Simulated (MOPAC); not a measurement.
MOPAC input (PM6):

```
PM6 1SCF CHARGE=-1 GEO-OK AUX(PRECISION=9) THREADS=1
C3H4Cl

C    -2.41258030 1   -0.01888964 1   -0.05731211 1
C    -0.93801091 1    0.30083308 1   -0.04676144 1
C    -0.05226916 1   -0.70089223 1    0.05439762 1
Cl    1.73554293 1    0.08710432 1    0.03538939 1
H    -2.90761299 1    0.31745366 1   -0.98009618 1
H    -2.95041684 1    0.45692304 1    0.77578377 1
H    -2.55399749 1   -1.09976569 1    0.02509439 1
H    -0.67504020 1    1.35830825 1   -0.12434605 1
```

Output:

```
 *******************************************************************************
 **                                                                           **
 **                              MOPAC v23.2.5                                **
 **                                                                           **
 *******************************************************************************
 ** MOPAC's Digital Object Identifier: https://doi.org/10.5281/zenodo.6511958 **
 **                                                                           **
 ** Please cite the open-source release paper for use of this MOPAC version:  **
 ** J. E. Moussa and J. J. P. Stewart (2026)                                  **
 ** MOPAC: An open-source semiempirical molecular orbital program             **
 ** J. Open Source Softw., 11(119), 8025, https://doi.org/10.21105/joss.08025 **
 *******************************************************************************

                              PM6 CALCULATION RESULTS

 *******************************************************************************
 *  PM6        - The PM6 Hamiltonian to be used
 *  GEO-OK     - OVERRIDE INTERATOMIC DISTANCE AND OTHER SAFETY CHECKS
 *
 *
 *
 *                 CHARGE ON SYSTEM = -1
 *
 *
 *
 *  1SCF       - DO 1 SCF AND THEN STOP
 *  AUX        - OUTPUT AUXILIARY INFORMATION
 *******************************************************************************
PM6 1SCF CHARGE=-1 GEO-OK AUX(PRECISION=9) THREADS=1
 C3H4Cl

   ATOM   CHEMICAL          X               Y               Z
  NUMBER   SYMBOL      (ANGSTROMS)     (ANGSTROMS)     (ANGSTROMS)

     1       C         -2.41258030  *  -0.01888964  *  -0.05731211  *
     2       C         -0.93801091  *   0.30083308  *  -0.04676144  *
     3       C         -0.05226916  *  -0.70089223  *   0.05439762  *
     4      Cl          1.73554293  *   0.08710432  *   0.03538939  *
     5       H         -2.90761299  *   0.31745366  *  -0.98009618  *
     6       H         -2.95041684  *   0.45692304  *   0.77578377  *
     7       H         -2.55399749  *  -1.09976569  *   0.02509439  *
     8       H         -0.67504020  *   1.35830825  *  -0.12434605  *

          CARTESIAN COORDINATES

    NO.       ATOM           X           Y           Z

     1         C         -2.4126     -0.0189     -0.0573
     2         C         -0.9380      0.3008     -0.0468
     3         C         -0.0523     -0.7009      0.0544
     4        Cl          1.7355      0.0871      0.0354
     5         H         -2.9076      0.3175     -0.9801
     6         H         -2.9504      0.4569      0.7758
     7         H         -2.5540     -1.0998      0.0251
     8         H         -0.6750      1.3583     -0.1243

 General Reference for PM6:
 "Optimization of Parameters for Semiempirical Methods V: Modification of NDDO Approximations
 and Application to 70 Elements", J. J. P. Stewart, J. Mol. Mod., 13, 1173-1213 (2007)
 URL: https://link.springer.com/article/10.1007/s00894-007-0233-4

           Empirical Formula: C3 H4 Cl  =     8 atoms

      MOLECULAR POINT GROUP   :   Cs

      RHF CALCULATION, NO. OF DOUBLY OCCUPIED LEVELS = 12

 -------------------------------------------------------------------------------
 PM6 1SCF CHARGE=-1 GEO-OK AUX(PRECISION=9) THREADS=1
 C3H4Cl

     1SCF WAS SPECIFIED, SO BFGS WAS NOT USED
     SCF FIELD WAS ACHIEVED

                              PM6 CALCULATION
                                                       MOPAC v23.2.5 Linux

          FINAL HEAT OF FORMATION =          9.29067 KCAL/MOL =      38.87216 KJ/MOL

          COSMO AREA              =        112.68 SQUARE ANGSTROMS
          COSMO VOLUME            =         96.82 CUBIC ANGSTROMS

          IONIZATION POTENTIAL    =          3.579565 EV
          HOMO LUMO ENERGIES (EV) =         -3.580  7.556
          NO. OF FILLED LEVELS    =         12
          MOLECULAR WEIGHT        =         75.5176         POINT GROUP:  Cs

          MOLECULAR DIMENSIONS (Angstroms)

            Atom       Atom       Distance
            H     6   Cl     4     4.75848
            H     8    H     7     2.60077
            H     6    H     5     1.71856

          SCF CALCULATIONS        =          1

   ATOM   CHEMICAL          X               Y               Z
  NUMBER   SYMBOL      (ANGSTROMS)     (ANGSTROMS)     (ANGSTROMS)

     1       C         -2.41258030  *  -0.01888964  *  -0.05731211  *
     2       C         -0.93801091  *   0.30083308  *  -0.04676144  *
     3       C         -0.05226916  *  -0.70089223  *   0.05439762  *
     4      Cl          1.73554293  *   0.08710432  *   0.03538939  *
     5       H         -2.90761299  *   0.31745366  *  -0.98009618  *
     6       H         -2.95041684  *   0.45692304  *   0.77578377  *
     7       H         -2.55399749  *  -1.09976569  *   0.02509439  *
     8       H         -0.67504020  *   1.35830825  *  -0.12434605  *

                             CARTESIAN COORDINATES

   1    C       -2.412580300    -0.018889640    -0.057312110
   2    C       -0.938010910     0.300833080    -0.046761440
   3    C       -0.052269160    -0.700892230     0.054397620
   4   Cl        1.735542930     0.087104320     0.035389390
   5    H       -2.907612990     0.317453660    -0.980096180
   6    H       -2.950416840     0.456923040     0.775783770
   7    H       -2.553997490    -1.099765690     0.025094390
   8    H       -0.675040200     1.358308250    -0.124346050

           Empirical Formula: C3 H4 Cl  =     8 atoms

      MOLECULAR POINT GROUP   :   Cs

                  EIGENVALUES
 -21.93889 -21.21453 -17.53955 -12.21102 -10.03389  -9.67211  -8.14955  -6.86534
  -5.83377  -5.41542  -3.76633  -3.57957   7.55621   7.68245   9.87091  10.01674
  10.04599  11.04059  11.80130  12.65950 100.77003 100.79934 100.87060 101.13921
 101.14586

              NET ATOMIC CHARGES AND DIPOLE CONTRIBUTIONS

  ATOM NO.   TYPE          CHARGE      No. of ELECS.   s-Pop       p-Pop       d-Pop
    1          C          -0.348259        4.3483     1.06610     3.28216
    2          C          -0.600053        4.6001     1.11453     3.48552
    3          C           0.097597        3.9024     1.63584     2.26656
    4         Cl          -0.598717        7.5987     1.99365     5.60113     0.00394
    5          H           0.097670        0.9023     0.90233
    6          H           0.097670        0.9023     0.90233
    7          H           0.116638        0.8834     0.88336
    8          H           0.137455        0.8625     0.86254
 DIPOLE           X         Y         Z       TOTAL
 POINT-CHG.    -2.170    -0.828     0.013     2.322
 HYBRID        -0.471     1.969    -0.168     2.032
 SUM           -2.641     1.141    -0.155     2.881

          ATOMIC ORBITAL ELECTRON POPULATIONS

     Atom    s        px        py        pz      x^2-y^2     xz        z^2       yz        xy
    1  C   1.06610   1.05102   1.12485   1.10629
    2  C   1.11453   0.98656   1.11702   1.38195
    3  C   1.63584   0.54762   1.08618   0.63277
    4 Cl   1.99365   1.67597   1.94008   1.98508   0.00141   0.00035   0.00077   0.00003   0.00138
    5  H   0.90233
    6  H   0.90233
    7  H   0.88336
    8  H   0.86254

 **********************
 *                    *
 * JOB ENDED NORMALLY *
 *                    *
 **********************

 == MOPAC DONE ==
```

The dipole moment of an ion depends on the origin.

The geometry given is a B3LYP-D3(BJ)/def2-TZVP minimum.
